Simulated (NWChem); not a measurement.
System: KOH; SMILES [OH][K]

Excerpt of the output:

```
             Northwest Computational Chemistry Package (NWChem) 7.3.0
             --------------------------------------------------------

 ORDER OF PRIMARY AXIS IS BEING SET TO 4
 C4V symmetry detected

                             Geometry "geometry" -> ""
                             -------------------------

 Output coordinates in angstroms (scale by  1.889725989 to convert to a.u.)

  No.       Tag          Charge          X              Y              Z
 ---- ---------------- ---------- -------------- -------------- --------------
    1 K                   19.0000     0.00000000     0.00000000    -0.73567922
    2 O                    8.0000     0.00000000     0.00000000     1.44650410
    3 H                    1.0000     0.00000000     0.00000000     2.40587243

 Effective nuclear repulsion energy (a.u.)      44.4730065654

      Symmetry information
      --------------------

 Group name             C4v
 Group number             18
 Group order               8
 No. of unique centers     3

  pbe96 is a nonlocal functional; adding pw91lda local functional.

                                 NWChem DFT Module
                                 -----------------

 Summary of "ao basis" -> "ao basis" (spherical)
 ------------------------------------------------------------------------------
       Tag                 Description            Shells   Functions and Types
 ---------------- ------------------------------  ------  ---------------------
 K                         def2-tzvp                13       33   6s4p3d
 O                         def2-tzvp                11       31   5s3p2d1f
 H                         def2-tzvp                 4        6   3s1p

      Symmetry analysis of basis
      --------------------------

        a1         28
        a2          0
        b1          6
        b2          6
        e          30

            General Information
            -------------------
          SCF calculation type: DFT
          Wavefunction type:  closed shell.
          No. of atoms     :     3
          No. of electrons :    28
           Alpha electrons :    14
            Beta electrons :    14
          Charge           :     0
          Spin multiplicity:     1
          Use of symmetry is: on ; symmetry adaption is: on
          Maximum number of iterations: 200
          AO basis - number of functions:    70
                     number of shells:    28
          Convergence on energy requested:  1.00D-06
          Convergence on density requested:  1.00D-05
          Convergence on gradient requested:  5.00D-04

              XC Information
              --------------
          PerdewBurkeErnzerhof Exchange Functional  1.000
            Perdew 1991 LDA Correlation Functional  1.000 local
           PerdewBurkeErnz. Correlation Functional  1.000 non-local

             Grid Information
             ----------------
          Grid used for XC integration:  medium
          Radial quadrature: Mura-Knowles
          Angular quadrature: Lebedev.
          Tag              B.-S. Rad. Rad. Pts. Rad. Cut. Ang. Pts.
          ---              ---------- --------- --------- ---------
          K                   2.20      112          12.0       590
          O                   0.60       49          10.0       434
          H                   0.35       45          12.0       434
          Grid pruning is: on
          Number of quadrature shells:   206
          Spatial weights used:  Erf1

      Superposition of Atomic Density Guess
      -------------------------------------

 Sum of atomic energies:        -674.43739412

      Non-variational initial energy
      ------------------------------

 Total energy =    -674.332795
 1-e energy   =   -1015.638084
 2-e energy   =     296.832283
 HOMO         =      -0.476801
 LUMO         =      -0.053353

      Symmetry analysis of molecular orbitals - initial
      -------------------------------------------------

 !! scf_movecs_sym_adapt:   12 vectors were symmetry contaminated

  Symmetry fudging

 !! scf_movecs_sym_adapt:   10 vectors were symmetry contaminated

  Numbering of irreducible representations:

     1 a1          2 a2          3 b1          4 b2          5 e

  Orbital symmetries:

     1 a1          2 a1          3 a1          4 a1          5 e
     6 e           7 a1          8 a1          9 a1         10 e
    11 e          12 a1         13 e          14 e          15 a1
    16 a1         17 e          18 e          19 a1         20 a1
    21 b1         22 b2         23 e          24 e

 Warning: spatial symmetry breaking: alpha =  6.63D-01

   convergence    iter        energy       DeltaE   RMS-Dens  Diis-err
 ---------------- ----- ----------------- --------- --------- ---------
 d= 0,ls=0.0,diis     1   -675.3508211604 -7.20D+02  4.82D-02  1.35D+00
 Warning: spatial symmetry breaking: alpha =  6.09D-01
 d= 0,ls=0.5,diis     2   -670.2264231263  5.12D+00  1.63D-02  1.61D+01
 Warning: spatial symmetry breaking: alpha =  3.77D-01
 d= 0,ls=0.5,diis     3   -671.6458078767 -1.42D+00  1.17D-02  1.04D+01
 Warning: spatial symmetry breaking: alpha =  2.35D-01
 d= 0,ls=0.5,diis     4   -673.1891715464 -1.54D+00  5.66D-03  6.86D+00
 Warning: spatial symmetry breaking: alpha =  1.26D-01
 d= 0,ls=0.5,diis     5   -673.7811907844 -5.92D-01  4.61D-03  5.06D+00
 Warning: spatial symmetry breaking: alpha =  1.52D-01
 d= 0,ls=0.5,diis     6   -674.2239138103 -4.43D-01  4.46D-03  3.21D+00
 Warning: spatial symmetry breaking: alpha =  1.77D-01
 d= 0,ls=0.5,diis     7   -674.5523953592 -3.28D-01  4.62D-03  1.62D+00
 Warning: spatial symmetry breaking: alpha =  2.38D-02
 d= 0,ls=0.5,diis     8   -674.7585684840 -2.06D-01  2.50D-02  5.81D-01
 Warning: spatial symmetry breaking: alpha =  1.26D-02
 d= 0,ls=0.5,diis     9   -675.1703376703 -4.12D-01  1.50D-03  3.18D+00
 Warning: spatial symmetry breaking: alpha =  7.80D-03
 d= 0,ls=0.5,diis    10   -675.2424408029 -7.21D-02  2.98D-03  2.36D+00
 Warning: spatial symmetry breaking: alpha =  5.41D-03
 d= 0,ls=0.5,diis    11   -675.3706975754 -1.28D-01  2.53D-03  1.09D+00
 Warning: spatial symmetry breaking: alpha =  4.01D-03
 d= 0,ls=0.5,diis    12   -675.4441078982 -7.34D-02  2.13D-03  4.32D-01
  Resetting Diis
 Warning: spatial symmetry breaking: alpha =  3.00D-03
 d= 0,ls=0.5,diis    13   -675.4819133099 -3.78D-02  1.16D-03  1.17D-01
 Warning: spatial symmetry breaking: alpha =  2.42D-03
 d= 0,ls=0.5,diis    14   -675.4921239183 -1.02D-02  2.36D-03  4.96D-02
 Warning: spatial symmetry breaking: alpha =  1.93D-03
 d= 0,ls=0.5,diis    15   -675.4952876119 -3.16D-03  9.54D-04  6.37D-02
 Warning: spatial symmetry breaking: alpha =  1.50D-03
 d= 0,ls=0.5,diis    16   -675.4987294555 -3.44D-03  5.71D-04  1.82D-02
 Warning: spatial symmetry breaking: alpha =  1.16D-03
 d= 0,ls=0.5,diis    17   -675.5000674074 -1.34D-03  3.08D-04  3.90D-03
 Warning: spatial symmetry breaking: alpha =  9.00D-04
 d= 0,ls=0.5,diis    18   -675.5004022434 -3.35D-04  1.53D-04  6.79D-04
 Warning: spatial symmetry breaking: alpha =  6.96D-04
 d= 0,ls=0.5,diis    19   -675.5004693464 -6.71D-05  8.01D-05  1.18D-04
 Warning: spatial symmetry breaking: alpha =  5.39D-04
 d= 0,ls=0.5,diis    20   -675.5004839358 -1.46D-05  4.54D-05  1.75D-05
 Warning: spatial symmetry breaking: alpha =  4.17D-04
 d= 0,ls=0.5,diis    21   -675.5004875921 -3.66D-06  2.74D-05  3.13D-06
 Warning: spatial symmetry breaking: alpha =  3.23D-04
 d= 0,ls=0.5,diis    22   -675.5004889549 -1.36D-06  1.81D-05  9.81D-07
 Warning: spatial symmetry breaking: alpha =  2.51D-04
 d= 0,ls=0.5,diis    23   -675.5004896428 -6.88D-07  1.26D-05  5.51D-07
 Warning: spatial symmetry breaking: alpha =  1.94D-04
 d= 0,ls=0.5,diis    24   -675.5004900310 -3.88D-07  9.10D-06  4.21D-07

         Total DFT energy =     -675.500490263564
      One electron energy =    -1019.300255854558
           Coulomb energy =      341.536800897227
    Exchange-Corr. energy =      -42.210041871671
 Nuclear repulsion energy =       44.473006565438

 Numeric. integr. density =       28.000009243589

                  Occupations of the irreducible representations
                  ----------------------------------------------

                     irrep           alpha         beta
                     --------     --------     --------
                     a1                8.0          8.0
                     a2                0.0          0.0
                     b1                0.0          0.0
                     b2                0.0          0.0
                     e                 6.0          6.0

                       DFT Final Molecular Orbital Analysis
                       ------------------------------------

 Vector   12  Occ=2.000000D+00  E=-2.612759D-01  Symmetry=a1
              MO Center=  2.5D-14, -5.8D-14,  1.4D+00, r^2= 1.1D+00
   Bfn.  Coefficient  Atom+Function         Bfn.  Coefficient  Atom+Function
  ----- ------------  ---------------      ----- ------------  ---------------
    41      0.377959  2 O  pz                44      0.287992  2 O  pz
    38     -0.243552  2 O  s                 66      0.231246  3 H  s
    12      0.191025  1 K  pz                37     -0.165561  2 O  s
    47      0.163674  2 O  pz                65      0.163543  3 H  s
    67      0.136815  3 H  s                 36     -0.120568  2 O  s

 Vector   13  Occ=2.000000D+00  E=-1.237530D-01  Symmetry=e
              MO Center= -1.6D-15, -6.9D-16,  1.4D+00, r^2= 1.0D+00
   Bfn.  Coefficient  Atom+Function         Bfn.  Coefficient  Atom+Function
  ----- ------------  ---------------      ----- ------------  ---------------
    39      0.410105  2 O  px                42      0.324511  2 O  px
    45      0.317828  2 O  px                40      0.174902  2 O  py
    43      0.138398  2 O  py                46      0.135547  2 O  py
    16      0.085415  1 K  px                32     -0.069803  1 K  d  1
    10     -0.062123  1 K  px                27     -0.042246  1 K  d  1

 Vector   14  Occ=2.000000D+00  E=-1.237529D-01  Symmetry=e
              MO Center= -2.3D-14,  4.9D-14,  1.4D+00, r^2= 1.0D+00
   Bfn.  Coefficient  Atom+Function         Bfn.  Coefficient  Atom+Function
  ----- ------------  ---------------      ----- ------------  ---------------
    40      0.410139  2 O  py                43      0.324536  2 O  py
    46      0.317867  2 O  py                39     -0.174916  2 O  px
    42     -0.138408  2 O  px                45     -0.135564  2 O  px
    17      0.084852  1 K  py                30      0.069906  1 K  d -1
    11     -0.062002  1 K  py                25      0.042284  1 K  d -1

 Vector   15  Occ=0.000000D+00  E=-4.863075D-02  Symmetry=a1
              MO Center= -6.6D-15,  5.2D-15, -1.8D+00, r^2= 7.9D+00
   Bfn.  Coefficient  Atom+Function         Bfn.  Coefficient  Atom+Function
  ----- ------------  ---------------      ----- ------------  ---------------
     5      0.642755  1 K  s                  6      0.390482  1 K  s
    18     -0.357824  1 K  pz                 4     -0.194815  1 K  s
     3     -0.179663  1 K  s                 12      0.131619  1 K  pz
    38     -0.075513  2 O  s                  2      0.065475  1 K  s
    37     -0.051383  2 O  s                  9     -0.042380  1 K  pz

 Vector   16  Occ=0.000000D+00  E= 1.813652D-02  Symmetry=e
              MO Center= -7.9D-15, -2.0D-14, -1.4D+00, r^2= 8.1D+00
   Bfn.  Coefficient  Atom+Function         Bfn.  Coefficient  Atom+Function
  ----- ------------  ---------------      ----- ------------  ---------------
    17      0.902518  1 K  py                16     -0.384906  1 K  px
    30     -0.237019  1 K  d -1              11     -0.199252  1 K  py
    32     -0.101084  1 K  d  1              10      0.084977  1 K  px
    25     -0.075275  1 K  d -1              14     -0.071080  1 K  py
     8      0.065453  1 K  py                40     -0.044303  2 O  py

 Vector   17  Occ=0.000000D+00  E= 1.813668D-02  Symmetry=e
              MO Center= -2.7D-14,  6.4D-15, -1.4D+00, r^2= 8.1D+00
   Bfn.  Coefficient  Atom+Function         Bfn.  Coefficient  Atom+Function
  ----- ------------  ---------------      ----- ------------  ---------------
    16      0.902467  1 K  px                17      0.384884  1 K  py
    32      0.237061  1 K  d  1              10     -0.199214  1 K  px
    30     -0.101102  1 K  d -1              11     -0.084961  1 K  py
    27      0.075301  1 K  d  1              13     -0.071069  1 K  px
     7      0.065440  1 K  px                39     -0.044550  2 O  px

     Multipole analysis of the density
     ---------------------------------

     L   x y z        total         alpha         beta         nuclear
     -   - - -        -----         -----         ----         -------
     0   0 0 0     -0.000000    -14.000000    -14.000000     28.000000

     1   1 0 0      0.000000      0.000000      0.000000      0.000000
     1   0 1 0     -0.000000     -0.000000     -0.000000      0.000000
     1   0 0 1     -2.617590     -1.308795     -1.308795     -0.000000

     2   2 0 0    -14.044278     -7.022139     -7.022139      0.000000
     2   1 1 0     -0.000000     -0.000000     -0.000000      0.000000
     2   1 0 1      0.000000      0.000000      0.000000      0.000000
     2   0 2 0    -14.044278     -7.022139     -7.022139      0.000000
     2   0 1 1     -0.000000     -0.000000     -0.000000      0.000000
     2   0 0 2    -12.813138    -64.990718    -64.990718    117.168297

            General Information
            -------------------
          SCF calculation type: DFT
          Wavefunction type:  closed shell.
          No. of atoms     :     3
          No. of electrons :    28
           Alpha electrons :    14
            Beta electrons :    14
          Charge           :     0
          Spin multiplicity:     1
          Use of symmetry is: on ; symmetry adaption is: on
          Maximum number of iterations: 200
          AO basis - number of functions:    70
                     number of shells:    28
          Convergence on energy requested:  1.00D-06
          Convergence on density requested:  1.00D-05
          Convergence on gradient requested:  5.00D-04

              XC Information
              --------------
          PerdewBurkeErnzerhof Exchange Functional  1.000
            Perdew 1991 LDA Correlation Functional  1.000 local
           PerdewBurkeErnz. Correlation Functional  1.000 non-local

             Grid Information
             ----------------
          Grid used for XC integration:  medium
          Radial quadrature: Mura-Knowles
          Angular quadrature: Lebedev.
          Tag              B.-S. Rad. Rad. Pts. Rad. Cut. Ang. Pts.
          ---              ---------- --------- --------- ---------
          K                   2.20      112          12.0       590
          O                   0.60       49          10.0       434
          H                   0.35       45          12.0       434
          Grid pruning is: on
          Number of quadrature shells:   206
          Spatial weights used:  Erf1

          Convergence Information
          -----------------------
          Convergence aids based upon iterative change in
          total energy or number of iterations.
          Levelshifting, if invoked, occurs when the
          HOMO/LUMO gap drops below (HL_TOL):  1.00D-02
          DIIS, if invoked, will attempt to extrapolate
          using up to (NFOCK): 20 stored Fock matrices.

[...]

                         DFT ENERGY GRADIENTS

    atom               coordinates                        gradient
                 x          y          z           x          y          z
   1 K       0.000000   0.000000  -1.390232    0.000000   0.000000   0.006302
   2 O       0.000000   0.000000   2.733496    0.000000   0.000000   0.000334
   3 H       0.000000   0.000000   4.546440    0.000000   0.000000  -0.006636
```

Level: PBE/def2-TZVP. Coordinates come from a PBE0/def2-SVP optimisation.

Which NWChem input produces such a log?

Several could match; the one computed here: the input that was run:
```
start job
memory heap 200 mb stack 700 mb global 900 mb
geometry units angstroms noautoz
  K     -0.102800    -0.785432     0.000000
  O      0.218204     1.373012     0.000000
  H      0.359152     2.321970     0.000000
end
basis spherical
  * library def2-tzvp
end
dft
  xc xpbe96 cpbe96
  iterations 200
  convergence diis 20
end
task dft gradient
```
